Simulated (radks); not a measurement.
Results of a calculation; reference values are marked as such.
Coulomb parameter of the 4d shell of the zirconium ion Zr+ in the model configuration [Kr] 4d2 5s1, as a second difference U = [E(n + 0.25) + E(n - 0.25) - 2 E(n)] / (0.25)^2 with all orbitals relaxed. "Bare": the charge of the atom changes with n. "Screened": the 5s shell takes up the change at fixed total charge, which measures U(4d,4d) + U(5s,5s) - 2 U(4d,5s). Code: a radial shooting solver on a logarithmic mesh with Libxc functionals. Model: Dirac Kohn-Sham, PBE, spin-unpolarised, spherical densities, point nucleus; open shells are shared between the two j in proportion to 2j + 1.

case	configuration	E - E(n) (eV)
start	[Kr] 4d2 5s1	0.000
bare +0.25	[Kr] 4d2.25 5s1	-2.224
bare -0.25	[Kr] 4d1.75 5s1	2.778
screened +0.25	[Kr] 4d2.25 5s0.75	0.018
screened -0.25	[Kr] 4d1.75 5s1.25	0.039

U(bare) = 8.852 eV, U(screened by 5s) = 0.909 eV.
